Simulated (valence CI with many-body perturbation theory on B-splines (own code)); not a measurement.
S9+: magnetic and hyperfine properties of the levels

Computed by configuration interaction combined with many-body perturbation theory (CI+MBPT): five valence electrons over a frozen Dirac-Fock core [He], radial functions for each j: 9 s, 9 p, 8 d, 6 f, 3 g, 1 h, with the one-electron correlation potential Σ1 (screened to all orders), the two-electron term Σ2, the three-electron term Σ3, Breit, model QED; selected single and double excitations, second order for the rest, scaled by the run's own slope (own B-spline code, finite nucleus).

No measured spectrum was set against this ion. As an estimate, levels of excited configurations hold to 0.05 to 0.15 % of their energy, terms of the ground configuration to about 0.5 %. Among the levels kept, up to 2200 cm⁻¹ of a level comes from second order outside the variational space, and about a tenth of that is noise between levels of different J, which matters for small intervals.

A/g_I is the dipole constant over the nuclear g factor μ/I (μ in nuclear magnetons, uniformly magnetised nucleus), B/Q the quadrupole constant per barn. Both hold the static response of the core; the bare values leave it out. Large factors of s and p1/2 electrons are usually good to 5 to 10 %; those of open d and f shells near neutrality can be off by tens of per cent, and small factors of p3/2, d and f electrons come from cancelling terms and can be off by a factor of two or in sign, in half-filled shells by more. B is blank for J = 1/2, where it vanishes, and for nearly pure S terms. Energies count from the lowest level.

Letters in brackets count levels of one name in rising energy.

```tsv
Level	E (eV)	g	A/g_I (MHz)	A/g_I bare	B/Q (MHz/b)	B/Q bare
2s²2p³ ⁴S°_3/2	0.00	1.998	50.4	1470		
2s²2p³ ²D°_3/2	10.26	0.818	5790	5610	4460	4500
2s²2p³ ²D°_5/2	10.40	1.199	9290	9550	-150	-152
2s²2p³ ²P°_1/2	15.79	0.664	26200	25500		
2s²2p³ ²P°_3/2	16.02	1.316	5110	5590	-4590	-4630
2s2p⁴ ⁴P_5/2	46.94	1.600	21700	21700	9080	9160
2s2p⁴ ⁴P_3/2	47.79	1.734	20200	20300	-7230	-7290
2s2p⁴ ⁴P_1/2	48.23	2.668	43200	43300		
2s2p⁴ ²D_3/2	64.62	0.800	-6580	-5810	-12800	-12900
2s2p⁴ ²D_5/2	64.63	1.200	25500	24700	-18300	-18400
2s2p⁴ ²S_1/2	75.56	1.962	85800	82100		
2s2p⁴ ²P_3/2	79.04	1.332	-2720	-1460	9000	9070
2s2p⁴ ²P_1/2	80.13	0.706	17800	16400		
2p⁵ ²P°_3/2	122.97	1.333	4080	4930	-8740	-8820
2p⁵ ²P°_1/2	124.35	0.664	26400	25300		
2s²2p²3s ⁴P_1/2	258.81	2.648	10400	11300		
2s²2p²3s ⁴P_3/2	259.38	1.730	5260	5780	7600	7660
2s²2p²3s ⁴P_5/2	260.15	1.597	9580	10000	-9530	-9610
2s²2p²3s ²P_1/2	261.92	0.688	3590	3270		
2s²2p²3s ²P_3/2	262.85	1.326	5860	6650	-9190	-9260
2s²2p²3s ²D_5/2	267.86	1.203	11900	11800	19000	19200
2s²2p²3s ²D_3/2	267.89	0.809	7020	7190	13100	13200
2s²2p²3p ²S°_1/2	270.63	1.974	-612	1240		
2s²2p²3p ⁴D°_1/2	271.72	0.057	6960	5980		
2s²2p²3p ⁴D°_3/2	272.03	1.221	2670	2930	2360	2380
2s²2p²3p ⁴D°_5/2	272.56	1.379	2400	2840	1990	2010
2s²2p²3p ⁴D°_7/2	273.26	1.426	4430	4900	-7300	-7360
2s²2p²3p ⁴P°_1/2	273.30	2.621	-4710	-2910		
2s²2p²3p ⁴P°_3/2	273.40	1.687	3590	4330	-5020	-5060
2s²2p²3p ⁴P°_5/2	273.87	1.557	3950	4580	-1080	-1080
2s²2p²3p ²D°_3/2 [a]	274.88	0.830	8750	8470	-3360	-3390
2s²2p²3p ²D°_5/2 [a]	275.89	1.229	5500	5820	-2960	-2990
2s²2p²3p ⁴S°_3/2	276.04	1.987	4440	5470		
2s²2p²3s ²S_1/2	276.16	2.001	21300	20500		
2s²2p²3p ²P°_3/2 [a]	277.24	1.335	5480	5980	3300	3320
2s²2p²3p ²P°_1/2 [a]	277.26	0.679	8470	8080		
2s²2p²3p ²F°_5/2	281.25	0.863	8470	8410	17100	17300
2s²2p²3p ²F°_7/2	281.51	1.145	5990	6050	21200	21400
2s2p³3s ⁶S°_5/2	282.03	2.000	22000	22300		
2s²2p²3p ²D°_3/2 [b]	283.88	0.826	6530	6460	6430	6480
```

(1) Take the isotope of mass number 33, with I = 3/2, μ = 0.64325 μN and Q = -0.0694 b. What is the hyperfine structure of 2s2p⁴ ⁴P_1/2?

Answers

(1) From the table A = 18500 MHz. Shifts from the centre of gravity in MHz: F = 1: -23100, F = 2: 13900.
